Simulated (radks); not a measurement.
Values are calculated unless marked as measured or tabulated.
Q: Radial electron density D(r) = 4 pi r^2 rho(r) of an atom or ion with 36 electrons. Level of theory: scalar-relativistic Kohn-Sham, SCAN, spin-polarised, spherical densities, finite nucleus; meta-GGA in the generalised Kohn-Sham scheme; Fermi nuclear charge, rms radius of each element as measured or else 0.836 A^(1/3) + 0.57 fm (a radial shooting solver on a logarithmic mesh with Libxc functionals).

r (bohr)  D(r) (e/bohr)
0.002603          9.031
0.002935          10.89
0.003309          13.08
0.003761          15.81
0.00424           18.78
0.004819          22.41
0.005434          26.25
0.006176          30.79
0.006963          35.43
0.007914          40.68
0.008923          45.77
0.01006           50.83
0.01143           55.95
0.01289           60.23
0.01465           63.93
0.01652           66.31
0.01878           67.49
0.02117           67.27
0.02406           65.76
0.02713           63.54
0.03059           61.15
0.03477           59.24
0.0392            58.88
0.04455           60.73
0.05023           64.77
0.05709           71.07
0.06437           77.72
0.07316           83.76
0.08249           86.64
0.093             85.64
0.1057            80.22
0.1192            72.46
0.1355            64.24
0.1527            59.43
0.1736            59.23
0.1957            63.22
0.2224            68.95
0.2508            71.71
0.2828            68.86
0.3214            59.11
0.3624            46.10
0.4118            32.56
0.4643            23.62
0.5278            19.11
0.595             18.01
0.6763            17.26
0.7625            15.07
0.8597            11.35
0.9771            6.919
1.102             3.564
1.252             1.393
1.412            0.4553
1.605            0.1045
1.809           0.01972
2.056          0.002365
2.318         0.0002263

What is the nuclear charge?

A: Z = 52. The innermost maximum, from 1s, lies near gamma/Z bohr with gamma = sqrt(1 - (Z/c)^2) = 0.925, here 0.0178 bohr (found: 0.0195), and its height grows with Z. The density is that of the tellurium ion Te16+ in [Kr]; the configuration itself is not fixed sharply by these data, and Z only to a few units. D(r) has 3 maxima, at r = 0.0195, 0.0852, 0.253 bohr, and minima at 0.0380, 0.164 bohr, inside which lie 1.99, 11.09 electrons.
